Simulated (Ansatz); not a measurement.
Geometry optimisation, RHF/def2-SVP (Ansatz).

Input:

```yaml
crystal:
  periodic: [false, false, false]
  atoms:
    - { symbol: O, position_ang: [-1.9954, -0.1816, 1.3499] }
    - { symbol: Si, position_ang: [-0.8346, -0.0631, 0.126] }
    - { symbol: As, position_ang: [-1.5405, -0.9055, -1.9391] }
    - { symbol: C, position_ang: [0.8761, -0.7098, 0.7029] }
    - { symbol: Si, position_ang: [1.4796, 0.9985, 0.542] }
    - { symbol: "N", position_ang: [-0.1281, 1.6012, -0.0046] }
    - { symbol: H, position_ang: [-2.7645, 0.404, 0.979] }
    - { symbol: H, position_ang: [-3.00978, -0.97544, -1.41963] }
    - { symbol: H, position_ang: [-1.78293, 0.57749, -2.42699] }
    - { symbol: H, position_ang: [1.264, -1.4217, 0.0051] }
    - { symbol: H, position_ang: [0.7613, -1.0808, 1.7762] }
    - { symbol: H, position_ang: [1.8397, 1.588, 1.8858] }
    - { symbol: H, position_ang: [2.4424, 1.1479, -0.5151] }
    - { symbol: H, position_ang: [-0.0559, 1.803, -1.0051] }
basis:
  gaussian: { orbitals: def2-SVP }
hamiltonian:
  xc: hf
relax:
  f_tol: 0.015
  max_steps: 40
```

Launched with:

```bash
$ ansatz run input.yaml --threads 2 --pin off --max-ram 3072MiB --backend cpu --events-out ev --progress --plain --runs-dir out
```

Task: Where does it end, and by what steps?

Result: The run ended unconverged. The force dipped under the threshold on the way, but the program's further checks kept it going. After 39 steps the energy has fallen by 1.345 eV; H14 moved furthest, 0.93 Å.

| step | energy less start (eV) | largest force component (eV/Å) | accepted |
| --- | --- | --- | --- |
| 0 | 0.0000 | 2.893 | yes |
| 2 | -0.9556 | 1.563 | yes |
| 4 | -1.2694 | 0.845 | yes |
| 6 | -1.3015 | 0.370 | yes |
| 8 | -1.3255 | 0.069 | yes |
| 10 | -1.3307 | 0.043 | yes |
| 12 | -1.3315 | 0.271 | no |
| 14 | -1.3394 | 0.063 | yes |
| 16 | -1.3416 | 0.086 | yes |
| 18 | -1.3425 | 0.042 | yes |
| 20 | -1.3429 | 0.032 | yes |
| 22 | -1.3431 | 0.016 | yes |
| 24 | -1.3432 | 0.102 | no |
| 26 | -1.3434 | 0.043 | yes |
| 28 | -1.3436 | 0.075 | yes |
| 30 | -1.3440 | 0.086 | yes |
| 32 | -1.3440 | 0.107 | no |
| 34 | -1.3433 | 0.106 | no |
| 36 | -1.3451 | 0.079 | yes |
| 38 | -1.3453 | 0.021 | yes |
| 39 | -1.3453 | 0.024 | no |

```xyz
14
Properties=species:S:1:pos:R:3
O -2.072 0.370 1.059
Si -0.802 0.184 0.021
As -1.559 -0.676 -2.075
C 0.706 -0.713 0.736
Si 1.641 0.930 0.519
N 0.165 1.609 -0.124
H -2.906 -0.025 0.864
H -2.516 -1.688 -1.483
H -2.619 0.383 -2.279
H 1.094 -1.552 0.157
H 0.572 -1.031 1.772
H 2.134 1.569 1.762
H 2.773 0.889 -0.437
H -0.061 2.533 -0.434
```

Run time: 120 s on 2 threads of Intel(R) Xeon(R) Platinum 8488C (Sapphire Rapids), on a shared host, peak memory 0.49 GiB.
